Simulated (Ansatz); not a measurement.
`FC1=CC(F)(F)C(F)(F)C1(F)F` → `FC1=C(F)C(F)(F)C(F)(F)C1F`  (isomerisation)

Isolated molecules relaxed with PBE0-D4/def2-TZVP in Ansatz; ΔE leaves out vibrations. CCSD(T)/CBS is the MP2 limit (def2-TZVPP, def2-QZVPP) plus CCSD(T) − MP2 in def2-TZVPP, frozen cores. DFT in def2-TZVPP.

```tsv
level	ΔE (kJ/mol)
LDA (SPW92)	38.9
PBE-D4	35.9
revPBE-D4	36.1
PBE	35.2
r2SCAN	43.1
HF/def2-SVP	54.0
CCSD(T)/def2-SVP	53.1
SCS-MP2/def2-QZVPP	43.9
```

**Question.** What does CCSD(T)/CBS give? (An estimate is asked.)

**Answer.** Computed: +44.4 kJ/mol. The listed levels differ from it by -5.5, -8.5, -8.3, -9.2, -1.3, 9.6, 8.7, -0.5 kJ/mol.

Largest T1 diagnostic among the species: 0.013.

From PBE to PBE0 (25 % exact exchange), in def2-TZVPP and without D4, ΔE moves by +3.1 kJ/mol. Leaving LDA and LC-ωPBE aside and taking each functional with its dispersion term where it has one, the values, not all of them listed here, spread over 8.3 kJ/mol, from PBE-D4 to ωB97M-V. LDA lies +3.7 kJ/mol from PBE without D4.

CCSD(T)/CBS has its own doubt, a few kJ/mol and more with outer-core shells, so smaller differences from it don't rank the levels.
